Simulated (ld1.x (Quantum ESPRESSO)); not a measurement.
## hydrogen PAW: all-electron and pseudo phase curves

```
Element                 : hydrogen
Generator               : ld1.x (Quantum ESPRESSO) 7.5
Type                    : PAW
Functional              : LDA (PZ)
Relativity              : scalar-relativistic
Frozen core             : none
Valence charge          : 1
Reference configuration : 1s1
Partial waves           : 1s (bound): rcut 1.00, rcutus 1.20 bohr; 1s channel at 0.1 Ry: rcut 1.00, rcutus 1.20 bohr
Local potential         : all-electron potential smoothed inside 1.15 bohr (lloc = -1)
Core correction         : none
Augmentation charge     : BESSEL, radius 1.00 bohr
```

The phase is arctan(r·u′/u) with u = r·R(r), unwrapped; energies in Ry, scanned from -2 to 5 Ry. A pole is an energy at which the radial function vanishes at the test radius. The pseudo phase is shifted by a multiple of π to meet the all-electron one at the reference energy, and phase errors are pseudo minus all-electron; the curves can meet again beyond the range given. Levels narrower than the energy grid can be missing from the lists of poles.

```json
{"channel": "s", "radius (bohr)": "1.29", "reference energy (Ry)": "-0.47", "poles, all-electron": "2.55", "poles, pseudo": "2.55", "unbroken range about the reference energy with phases within 0.05 rad": "the whole range", "phase error 1 Ry above the reference energy (rad)": "-0.000"}
```

Phases in the s channel:

```tsv
E (Ry)	all-electron	pseudo
-2.00	0.830	0.830
-1.52	0.654	0.654
-1.04	0.364	0.364
-0.56	-0.092	-0.092
-0.08	-0.610	-0.610
0.40	-0.991	-0.991
0.88	-1.223	-1.223
1.36	-1.369	-1.369
1.84	-1.469	-1.469
2.32	-1.542	-1.542
2.80	-1.600	-1.600
3.28	-1.649	-1.649
3.76	-1.693	-1.692
4.24	-1.734	-1.734
4.72	-1.775	-1.774
```
